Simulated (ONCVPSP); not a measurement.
What one change does to a pseudopotential (Si (Z = 14), ONCV)

Si, optimised norm-conserving Vanderbilt (ONCV), made with ONCVPSP 4.0.1 (Wu-Cohen, scalar-relativistic). Core [Ne], reference 3s2 3p1.5 (charge +0.5). Waves: 3s: rc 1.65 bohr, ncon 4, nbas 8, qcut 4.4 1/bohr, 2 projectors, debl 1.6 Ha; 3p: rc 1.85 bohr, ncon 3, nbas 8, qcut 4.6 1/bohr, 2 projectors, debl 3.1 Ha; d scattering state at 0.16 Ha: rc 1.40 bohr, ncon 5, nbas 9, qcut 6.5 1/bohr, 2 projectors, debl 3.2 Ha. Local part: polynomial inside 1.25 bohr (lpopt 5, dvloc0 -1 Ha). Core correction: Teter function, fcfact 3.25, rcfact 1.65.

Change: functional LDA (Perdew-Zunger).

Cutoffs: the cutoffs (Ha) at which the residual kinetic energy of the hardest occupied pseudo-wave falls to 1 and 0.1 mHa per electron; they do not see the model core or the augmentation charge, which bear on the density cutoff. Errors are all-electron minus pseudo energies relative to the spin-unpolarised reference configuration.

Problem. How do hardness, ghosts and transferability respond?

Solution. The potential gets neither clearly harder nor softer (8.1 Ha and 11 Ha → 8.1 Ha and 12 Ha); of the 4 tests that both files solve, the error grows in 1 and shrinks in 2 by more than 15 % and 0.3 meV (median size 2.3 → 2.7 meV); neither file shows a bound ghost.

| quantity | base | changed |
| --- | --- | --- |
| cutoff, loose | 8.1 Ha | 8.1 Ha |
| cutoff, tight | 11 Ha | 12 Ha |
| loose cutoff by channel | s 8.1 Ha, p 3.4 Ha | s 8.1 Ha, p 3.5 Ha |
| bound ghosts | none | none |
| GHOST(+) flags under 300 eV | s at 82.7 eV | s at 99.5 eV |
| error for 3s2 3p2, meV [ΔE -2.91 → -2.96 eV] | +0.7 | -0.3 |
| error for 3s2 3p1, meV [ΔE 4.81 → 4.86 eV] | +0.7 | -0.9 |
| error for 3s2 3p0, meV [ΔE 20.80 → 20.98 eV] | +3.9 | -15 |
| error for 3s1 3p2, meV [ΔE 12.23 → 12.28 eV] | -10 | -4.5 |
| s: phases at 1.67 bohr within 0.05 rad from the reference energy up to (Ha; the scan ends near 5) | 2.9 | 3.0 |
| p: phases at 1.88 bohr within 0.05 rad from the reference energy up to (Ha; the scan ends near 5) | 3.9 | 3.9 |
| d: phases at 1.43 bohr within 0.05 rad from the reference energy up to (Ha; the scan ends near 5) | to the end of the scan | to the end of the scan |
| rms error of d²Exc/dni dnj with the model core, mHa | 2.68 | 1.25 |

Base: The cutoffs count occupied waves only; projector 2 of the d channel, the hardest unoccupied one, needs 34 Ha at the loose tolerance. Changed file: The cutoffs count occupied waves only; projector 2 of the d channel, the hardest unoccupied one, needs 33 Ha at the loose tolerance.
